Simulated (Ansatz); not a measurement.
Stepwise reaction of `[OH][Ta]([OH])([OH])([F])[F]` with hydrogen fluoride, as a gas-phase model of exchange steps in deposition or etching. ΔE in kJ/mol.

Calculated with Ansatz (gas phase, PBE0-D4/def2-TZVP geometries, no zero-point term in ΔE). CCSD(T)/CBS is the MP2 limit (def2-TZVPP, def2-QZVPP) plus CCSD(T) − MP2 in def2-TZVPP, frozen cores. This one scheme is used for every species. DFT in def2-TZVPP. B3LYP here is the variant with VWN-RPA as its local correlation; programs differ in this. def2 core potentials past Kr. For Ta outer-core shells are correlated without core-valence functions, which leaves a few kJ/mol of doubt a bond. Each species was taken in one conformer, which may not be the lowest.

| step | reaction | PBE-D4 | B3LYP-D4 | ωB97M-V | CCSD(T)/CBS |
| --- | --- | --- | --- | --- | --- |
| 2 | `[OH][Ta]([OH])([F])([F])[F]` + H–F → `[OH][Ta]([F])([F])([F])[F]` + H₂O | -37.0 | -35.9 | -35.6 | -30.3 |
| 3 | `[OH][Ta]([F])([F])([F])[F]` + H–F → `[F][Ta]([F])([F])([F])[F]` + H₂O | -37.9 | -36.1 | -36.5 | -31.0 |

Give the row of step 1, `[OH][Ta]([OH])([OH])([F])[F]` + H–F → `[OH][Ta]([OH])([F])([F])[F]` + H₂O. (An estimate is asked.)

The calculation gave: 
| step | reaction | PBE-D4 | B3LYP-D4 | ωB97M-V | CCSD(T)/CBS |
| --- | --- | --- | --- | --- | --- |
| 1 | `[OH][Ta]([OH])([OH])([F])[F]` + H–F → `[OH][Ta]([OH])([F])([F])[F]` + H₂O | -34.4 | -33.8 | -33.2 | -26.5 |

By hand: ΔE of the 3 steps together at CCSD(T)/CBS.

(-26.5) + (-30.3) + (-31.0) = -87.8 kJ/mol, or -29.3 kJ/mol a step.

In ΔE the steps differ by no more than 4.5 kJ/mol. All are downhill at CCSD(T)/CBS. PBE-D4 differs from CCSD(T)/CBS by -7.9 to -6.7 kJ/mol a step. Isolated molecules leave out the surface, adducts and barriers. Largest T1 diagnostic: 0.018.
